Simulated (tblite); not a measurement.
Task: What does the GFN2-xTB structure of `C[PH2+]c1ccc(Cl)cc1` look like in three dimensions? (Charge +1.)

Result: 
Z-matrix in Å and degrees, rows numbered from 1:
```
C 
P   1  1.8044
C   2  1.7876  1  113.98
C   3  1.3984  2  119.68  1   -82.69
C   4  1.3783  3  119.73  2   178.70
C   5  1.3954  4  119.93  3    -0.08
Cl  6  1.7085  5  119.83  4   179.94
C   6  1.3948  5  120.34  4     0.22
C   8  1.3787  6  119.93  5    -0.11
H   1  1.0908  2  110.41  3   179.55
H   1  1.0920  2  109.49  3    59.15
H   1  1.0918  2  109.46  3   -59.93
H   2  1.3764  1  108.37  3  -122.86
H   2  1.3754  1  108.89  3   122.46
H   4  1.0815  3  120.29  2    -1.82
H   5  1.0783  4  120.44  3   179.56
H   8  1.0783  6  119.70  5   179.52
H   9  1.0812  3  120.27  2     1.81
```

C3 (substituted aromatic carbon) is planar (angles 120.3°, 120.0° and 119.7°, sum 360.0°, 0.01 Å off the plane of its three neighbours). The 6-membered ring C3–C4–C5–C6–C8–C9 has internal angles of 119.7° to 120.3° (sum 720°, against 720° for a flat polygon); it is planar, 0.00 Å rms from its mean plane, widest ring torsion 0°. P2 (phosphonium phosphorus) is distorted tetrahedral (angles from 105.8° to 114.0°). The 6 C–C bonds span 1.378 Å (C4–C5, aromatic) to 1.398 Å (C3–C4, aromatic), a spread of 0.020 Å.

Computed geometry: GFN2-xTB, gas phase.

Point group: near Cs, missed by 0.25 Å at most; the miss may be what the optimiser left on a soft mode. Its lowest GFN2-xTB frequency is 7i cm⁻¹, too small to tell a flat minimum from a shallow saddle. Torsions: C1–P2–C3–C4 -83°.

Time: 0.39 s of wall time. Hardware: an Arm Neoverse V2 with one thread, shared host with 32 logical CPUs at a one-minute load of 17. This is the geometry optimisation.

One conformer stands for the species.
